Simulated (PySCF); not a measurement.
BeBrHO. Atoms are numbered in the order given.

```xyz
4

Be    -0.0144    -1.1597     0.0000
Br     0.0040     0.8114     0.0000
O     -0.0839    -2.5651     0.0000
H      0.5875    -3.2388     0.0000
```
Charge 0, spin multiplicity 1.

Geometry: PBE0-D3(BJ)/def2-TZVP. One conformer was computed; it need not be the lowest.

Level of theory: PBE0/def2-TZVPD (PySCF).

Isolated molecule, no solvent.

```json
{
 "total_energy": "-2664.48984 hartree",
 "point_group": "Cs",
 "highest_occupied_level": "-8.65 eV",
 "lowest_empty_level": "-0.66 eV",
 "orbital_gap": "7.99 eV",
 "dipole_moment": "1.86 D",
 "quadrupole, principal values (traceless, Buckingham form, about the centre of nuclear charge)": "-5.53, -1.81, 7.35 D·Å",
 "mean_static_polarisability": "40.1 bohr³ (5.94 Å³)",
 "polarisability_principal_values": "34.9, 35.1, 50.3 bohr³"
}
```
